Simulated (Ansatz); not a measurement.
Stepwise reaction of `[OH][In]([SH])[SH]` with water, as a gas-phase model of exchange steps in deposition or etching. ΔE in kJ/mol; ΔG adds harmonic PBE0-D4 terms to CCSD(T)/CBS, at 1 bar.

Gas-phase electronic energies from Ansatz, PBE0-D4/def2-TZVP geometries. CCSD(T)/CBS adds triple-zeta CCSD(T) − MP2 to the extrapolated MP2 energy (def2 sets, frozen cores). This one scheme is used for every species. DFT in def2-TZVPP. B3LYP here is the variant with VWN-RPA as its local correlation; programs differ in this. Elements past krypton have def2 core potentials. For In outer-core shells are correlated without core-valence functions, which leaves a few kJ/mol of doubt a bond. One conformer a species, not always the lowest.

```
step                                                 reaction  PBE-D4  B3LYP-D4  ωB97M-V  CCSD(T)/CBS  ΔG(500 K)
   1  `[OH][In]([SH])[SH]` + H₂O → `[OH][In]([OH])[SH]` + H₂S    65.4      63.8     64.3         65.3       56.9
```

(1) Give the row of step 2, `[OH][In]([OH])[SH]` + H₂O → `[OH][In]([OH])[OH]` + H₂S. (Estimate.)

(2) By hand: ΔE of the 2 steps together at CCSD(T)/CBS.

## Answers

(1) Computed: 
```tsv
step	reaction	PBE-D4	B3LYP-D4	ωB97M-V	CCSD(T)/CBS	ΔG(500 K)
2	`[OH][In]([OH])[SH]` + H₂O → `[OH][In]([OH])[OH]` + H₂S	68.4	66.6	67.4	68.0	64.0
```

(2) (65.3) + (68.0) = 133.3 kJ/mol, or 66.7 kJ/mol a step.

In ΔE the steps differ by no more than 2.7 kJ/mol. All are uphill at CCSD(T)/CBS. ΔG lies between 56.9 and 64.0 kJ/mol a step. PBE-D4 differs from CCSD(T)/CBS by 0.1 to 0.4 kJ/mol a step. Isolated molecules leave out the surface, adducts and barriers. Largest T1 diagnostic: 0.017.
